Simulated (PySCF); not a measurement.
Dipole polarisabilities along group 15, charge +2

Calculated with PySCF 2.14 for the ground configurations, without spin-orbit coupling: coupled response for Hartree-Fock and DFT. Mean α in bohr³, C₆ of like pairs in atomic units.

| species | α UHF | α PBE | α PBE0 | C₆ UHF | C₆ PBE | C₆ PBE0 |
| --- | --- | --- | --- | --- | --- | --- |
| N(2+) [He] 2s2 2p1 (aug-cc-pVQZ with one added diffuse shell each of s, p, d, f, g type, non-relativistic) | 2.714 | 2.589 | 2.602 | 3.843 | 3.677 | 3.694 |
| P(2+) [Ne] 3s2 3p1 (aug-cc-pV(Q+d)Z with one added diffuse shell each of s, p, d, f, g type, non-relativistic) | 9.586 | 9.200 | 9.275 | 35.19 | 33.12 | 33.53 |
| As(2+) [Ar] 3d10 4s2 4p1 (aug-cc-pVQZ-PP with one added diffuse shell each of s, p, d, f, g type with ECP10MDF, ECP) | 10.84 | 10.20 | 10.32 | 47.73 | 44.09 | 44.77 |
| Sb(2+) [Kr] 4d10 5s2 5p1 (aug-cc-pVQZ-PP with one added diffuse shell each of s, p, d, f, g type with ECP28MDF, ECP) | 16.93 | 15.53 | 15.78 | 105.1 | 94.69 | 96.55 |
| Bi(2+) [Xe] 4f14 5d10 6s2 6p1 (aug-cc-pVQZ-PP with one added diffuse shell each of s, p, d, f, g type with ECP60MDF, ECP) | 16.98 | 16.05 | 16.12 | 124.8 | 116.6 | 117.4 |
